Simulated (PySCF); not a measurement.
# [Lu(SH)4]− relaxed at several levels

Computed with PySCF 2.14.0, def2-SVP on the ligands, density fitting, scalar-relativistic core potentials, no spin-orbit coupling, vacuum. Each row is relaxed at its own level from the same template. Distances are means of the shortest metal–ligand contacts, charges and spins Mulliken's; removal energies are rigid, with the ligand's formal charge and no counterpoise, so too large; for an anion taken off a cation in vacuum most of it is the attraction of opposite charges, and multiply charged cations can part far more cheaply with an electron moved from ligand to metal. lcecp potentials hold a fixed number of 4f electrons in the core, out of states, spins and gaps.

| level | basis on the metal | point group | M–SH (Å) | charge on M (e) | removal of one SH (eV) | unstable modes (below −25 cm⁻¹) |
| --- | --- | --- | --- | --- | --- | --- |
| PBE0 | lcecp-1-SVP with ECP60 | S4 | 2.594 | 0.51 | 4.73 | not given |

**Question.** What does the calculation give for TPSS, lcecp-1-SVP with ECP60?

**Answer.** point group: S4, M–SH (Å): 2.611, charge on M (e): 0.50, removal of one SH (eV): 4.63, unstable modes (below −25 cm⁻¹): not given.
```xyz
9

Lu    0.0000    0.0000    0.0000
S     1.4287    1.5728    1.5177
H     1.8517    0.4996    2.2400
S    -1.4287   -1.5728    1.5177
H    -1.8517   -0.4996    2.2400
S     1.5727   -1.4287   -1.5176
H     0.4996   -1.8516   -2.2400
S    -1.5727    1.4287   -1.5176
H    -0.4996    1.8516   -2.2400
```

One start shape was tried for each, so a minimum needn't be the lowest isomer.
